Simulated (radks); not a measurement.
Spherical jellium clusters: N electrons in a uniform positive sphere of charge N and radius rs N^(1/3), rs = 2.64 bohr. Method: non-relativistic Kohn-Sham, PBEsol, spin-polarised, spherical densities; computed with a radial shooting solver with Libxc functionals. Levels are named by radial order and angular momentum (1s, 1p, 1d, 2s, ...), and open shells are averaged over m.

N = 13, configuration 1s2 1p6 1d(up 5, down 0). This is the lowest configuration that the search found. Occupied and some empty levels:

level,occupation,eigenvalue (eV),<r> (bohr)
1s up,1,-8.3227,3.996
1s down,1,-7.8519,3.708
1p up,3,-6.1176,4.908
1p down,3,-5.3074,4.756
1d up,5,-3.5420,5.721
2s up,0,-2.8394,5.543
1d down,0,-2.5814,5.719
2s down,0,-2.2978,5.654
1f up,0,-0.86047,6.890
2p up,0,-0.76917,8.692

Energy (eV): total -15.5917, kinetic 47.659, external -853.76, Hartree 411.73, exchange-correlation -65.717, background 444.50.
